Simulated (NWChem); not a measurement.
System: SrHSCl; SMILES [SH][Sr][Cl]

Here is an NWChem input.

```
start job
memory heap 200 mb stack 900 mb global 1100 mb
geometry units angstroms noautoz
  Sr    -0.359821     0.013654    -0.008611
  Cl     0.563093    -2.424269     0.008916
  S      0.802247     2.496084    -0.012602
  H     -0.422695     3.104018    -0.027679
end
basis spherical
  * library def2-svp
end
ecp
  Sr library def2-ecp
end
dft
  xc xwpbe 1.00 cpbe96 1.0 hfexch 1.00
  cam 0.1 cam_alpha 0.0 cam_beta 1.0
  iterations 150
  vectors input atomic output neutral.movecs
end
task dft energy
charge 1
dft
  odft
  mult 2
  vectors input atomic output cation.movecs
end
task dft energy
```

The geometry was optimised at PBE-D3(BJ)/def2-SVP. def2 effective core potentials on Sr; no spin-orbit coupling.

Ions are spin-unrestricted doublets at the neutral geometry; other ion states weren't tried. Functional: LC-ωPBE (HJS hole) with def2-SVP; the question gives the range parameter ω in 1/bohr.

Task: Give the results of this calculation. (LC-wPBE (HJS exchange hole, range parameter 0.1 per bohr)/def2-SVP with def2 effective core potentials on Sr, vertical spin-unrestricted ions.) Quantities: vertical ionisation energy, ΔSCF (eV); −ε(HOMO) (eV).

Result: 
```yaml
vertical ionisation energy, ΔSCF (eV): 8.71
"−ε(HOMO) (eV)": 6.69
```
